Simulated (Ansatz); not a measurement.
`N[SiH](F)[SeH]` + HBr → `N[SiH]([SeH])Br` + H–F  (ligand exchange at the Si–F bond)

Isolated molecules relaxed with PBE0-D4/def2-TZVP in Ansatz; ΔE leaves out vibrations. CCSD(T)/CBS is the MP2 limit (def2-TZVPP, def2-QZVPP) plus CCSD(T) − MP2 in def2-TZVPP, frozen cores. This one scheme is used for every species. Functionals use def2-TZVPP. For Br, Se outer-core shells are correlated without core-valence functions, which leaves a few kJ/mol of doubt a bond. Scalar relativity is left out up to krypton. Each species was taken in one conformer, which may not be the lowest.

```tsv
level	ΔE (eV)
LDA (SPW92)	0.43
PBE-QIDH	0.40
PBE	0.41
LC-ωPBE	0.49
```

Q: What does CCSD(T)/CBS give? (Estimate.)

A: Computed: +0.41 eV. The listed levels differ from it by 0.02, -0.01, 0.00, 0.08 eV.

Largest T1 diagnostic among the species: 0.010.

At CCSD(T), def2-SVP lies +0.09 eV from the extrapolated value and def2-TZVPP +0.07 eV. In def2-TZVPP, CCSD(T) changes the Hartree–Fock value by −0.16 eV (the triples alone add −0.03 eV) and MP2 by −0.25 eV. The D4 term adds −0.09 eV with B3LYP and −0.05 eV with PBE0; it sums over pairs of atoms, weighted by their polarisabilities, and B3LYP, whose exchange is more repulsive, gets the larger term.

B3LYP here is the variant with VWN-RPA as its local correlation; programs differ in this.
